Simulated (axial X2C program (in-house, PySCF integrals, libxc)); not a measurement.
## Spin–orbit effects down a group: molecules with Sb (ions), PBE0

Calculated with an axial X2C code built on PySCF integrals, spin-free (one-electron X2C) or two-component (2c: spin–orbit coupling with atomic mean-field Coulomb and Gaunt terms, which also bring small scalar terms), in Dyall basis sets with cores contracted in-house; open shells are unrestricted.

Basis sets: H dyall-v3z, Li dyall-cv3z, Na dyall-cv3z, Sb dyall-cv3z.

```
molecule   spin-free state  Re (Å)  ωe (cm⁻¹)  De (eV)  2c state  Re 2c (Å)  ωe 2c (cm⁻¹)  De 2c (eV)
    SbH⁺  M_S = 1/2, Λ = 1   1.713     1989.3     2.69   Ω = 1/2      1.714        1978.7         n/a
   LiSb⁺  M_S = 3/2, Λ = 0   2.918      226.1     0.56   Ω = 3/2      2.911         228.9        0.56
   NaSb⁺  M_S = 3/2, Λ = 0   3.282      110.2     0.37   Ω = 3/2      3.276         111.1        0.37
```

(1) Work out the shifts from the spin-free to the two-component result.

Fragments in 2c: Sb+ + H, Sb + Li+, Sb + Na+. Each entry is the lowest single determinant of a limited PBE0 search at one distance. De goes to single-determinant-based atoms at the same level (for ions the charge split of lowest energy) and is withheld (n/a) where an atom does not fit its ground term or J level. Main or longest-lived isotopes. One determinant is a doubtful description, or other states lie close, for LiSb⁺, NaSb⁺; these need not be ground states, and all values refer to the states named. With several unpaired electrons the Ω given is that of one determinant, not necessarily of the lowest component. The functionals have no current term, which raises determinants with orbital currents.

Answers

(1) 

```json
{"molecule": "SbH⁺", "2c state": "Ω = 1/2", "ΔRe (Å)": "0.001", "Δωe (cm⁻¹)": "-10.6", "ΔDe (eV)": "n/a"}
{"molecule": "LiSb⁺", "2c state": "Ω = 3/2", "ΔRe (Å)": "-0.007", "Δωe (cm⁻¹)": "2.8", "ΔDe (eV)": "0.00"}
{"molecule": "NaSb⁺", "2c state": "Ω = 3/2", "ΔRe (Å)": "-0.006", "Δωe (cm⁻¹)": "0.9", "ΔDe (eV)": "0.00"}
```

Shifts of one unit in the last digit are rounding.
